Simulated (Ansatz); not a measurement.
Born–Oppenheimer molecular dynamics of H₆OSn (8 atoms, charge 0, multiplicity 1). It starts at the highest image of a converged band, a first-order saddle point between two minima.

Level of theory: RKS PBE-D4/def2-TZVP in Ansatz 0.2.0.

```json
{
  "ensemble": "NVE (velocity Verlet)",
  "time step": "0.5 fs",
  "steps asked": "200",
  "starting velocities drawn for": "100 K",
  "seed": "5228"
}
```

Frames 2.5 fs apart, positions in Å.

Velocities at 50 fs (Å/ps):

```
Sn -0.05 -0.23 -0.66
H 32.43 46.12 61.43
H -4.49 0.32 9.56
H -7.97 -13.63 9.18
H 14.13 14.85 -3.45
O -2.37 -4.13 -4.36
H -30.05 -6.79 6.62
H 39.14 51.89 63.58
```

```xyz
8
Properties=species:S:1:pos:R:3 time_fs=50 energy_less_start_eV=-0.852 T=1199
Sn -0.269 0.010 -0.260
H 0.696 2.247 3.663
H 0.910 -0.536 0.855
H -0.270 1.771 -0.109
H 0.041 -0.552 -1.856
O -1.820 -0.366 0.695
H -2.094 -1.303 0.701
H 0.040 1.876 3.592
8
Properties=species:S:1:pos:R:3 time_fs=52.5 energy_less_start_eV=-0.883 T=1239
Sn -0.268 0.010 -0.262
H 0.780 2.363 3.817
H 0.909 -0.541 0.876
H -0.290 1.725 -0.094
H 0.068 -0.518 -1.865
O -1.832 -0.379 0.687
H -2.166 -1.303 0.718
H 0.136 2.005 3.750
8
Properties=species:S:1:pos:R:3 time_fs=55 energy_less_start_eV=-0.930 T=1300
Sn -0.266 0.011 -0.264
H 0.878 2.488 3.972
H 0.923 -0.555 0.886
H -0.312 1.679 -0.094
H 0.078 -0.493 -1.874
O -1.856 -0.397 0.683
H -2.225 -1.276 0.732
H 0.216 2.124 3.906
8
Properties=species:S:1:pos:R:3 time_fs=57.5 energy_less_start_eV=-0.983 T=1368
Sn -0.263 0.011 -0.266
H 0.968 2.608 4.127
H 0.941 -0.572 0.875
H -0.337 1.667 -0.103
H 0.072 -0.477 -1.882
O -1.887 -0.415 0.682
H -2.288 -1.282 0.740
H 0.304 2.248 4.063
8
Properties=species:S:1:pos:R:3 time_fs=60 energy_less_start_eV=-1.044 T=1447
Sn -0.259 0.011 -0.268
H 1.050 2.724 4.280
H 0.954 -0.589 0.840
H -0.364 1.698 -0.119
H 0.049 -0.473 -1.891
O -1.923 -0.432 0.682
H -2.347 -1.318 0.738
H 0.400 2.376 4.220
8
Properties=species:S:1:pos:R:3 time_fs=62.5 energy_less_start_eV=-1.080 T=1492
Sn -0.254 0.012 -0.270
H 1.148 2.848 4.435
H 0.964 -0.605 0.786
H -0.391 1.745 -0.140
H 0.013 -0.478 -1.899
O -1.963 -0.450 0.684
H -2.372 -1.331 0.718
H 0.481 2.496 4.375
8
Properties=species:S:1:pos:R:3 time_fs=65 energy_less_start_eV=-1.062 T=1470
Sn -0.249 0.012 -0.272
H 1.239 2.969 4.589
H 0.978 -0.622 0.725
H -0.415 1.772 -0.166
H -0.037 -0.492 -1.908
O -2.003 -0.468 0.684
H -2.374 -1.347 0.682
H 0.568 2.618 4.530
8
Properties=species:S:1:pos:R:3 time_fs=67.5 energy_less_start_eV=-1.061 T=1468
Sn -0.246 0.013 -0.273
H 1.321 3.084 4.742
H 1.004 -0.643 0.669
H -0.432 1.760 -0.196
H -0.098 -0.513 -1.914
O -2.040 -0.482 0.683
H -2.369 -1.403 0.632
H 0.665 2.746 4.686
8
Properties=species:S:1:pos:R:3 time_fs=70 energy_less_start_eV=-1.047 T=1450
Sn -0.242 0.014 -0.274
H 1.417 3.207 4.897
H 1.043 -0.668 0.624
H -0.441 1.716 -0.225
H -0.169 -0.538 -1.915
O -2.074 -0.495 0.680
H -2.340 -1.446 0.572
H 0.746 2.866 4.840
8
Properties=species:S:1:pos:R:3 time_fs=72.5 energy_less_start_eV=-1.000 T=1390
Sn -0.240 0.015 -0.275
H 1.510 3.328 5.051
H 1.087 -0.692 0.586
H -0.441 1.669 -0.249
H -0.245 -0.565 -1.909
O -2.104 -0.509 0.674
H -2.286 -1.446 0.509
H 0.832 2.988 4.995
8
Properties=species:S:1:pos:R:3 time_fs=75 energy_less_start_eV=-0.936 T=1307
Sn -0.238 0.015 -0.276
H 1.591 3.444 5.205
H 1.120 -0.708 0.547
H -0.436 1.658 -0.267
H -0.324 -0.595 -1.894
O -2.128 -0.522 0.665
H -2.229 -1.457 0.444
H 0.929 3.115 5.150
8
Properties=species:S:1:pos:R:3 time_fs=77.5 energy_less_start_eV=-0.905 T=1267
Sn -0.238 0.014 -0.276
H 1.686 3.566 5.359
H 1.135 -0.711 0.506
H -0.425 1.692 -0.277
H -0.401 -0.625 -1.873
O -2.144 -0.531 0.653
H -2.181 -1.485 0.380
H 1.011 3.236 5.304
```

Of the whole run (100 fs, mean temperature of the second half 1353 K): The conserved energy stayed within 0.068 meV per atom of its start (net change 0.023 meV per atom), so the integration is sound. The kinetic energy rose, since the run started high on the potential surface and went downhill. It ends in pieces (H2 + H4OSn), so much of that is their flight and rotation, not heat. A run of 0.1 ps of so small a system gives no equilibrium averages. The orbitals stay closed-shell, which can raise the energy where a bond breaks towards radicals; this wasn't checked here.

The run took 120 s on 4 threads of Arm Neoverse V2, with other jobs on the host, peak memory 0.18 GiB.
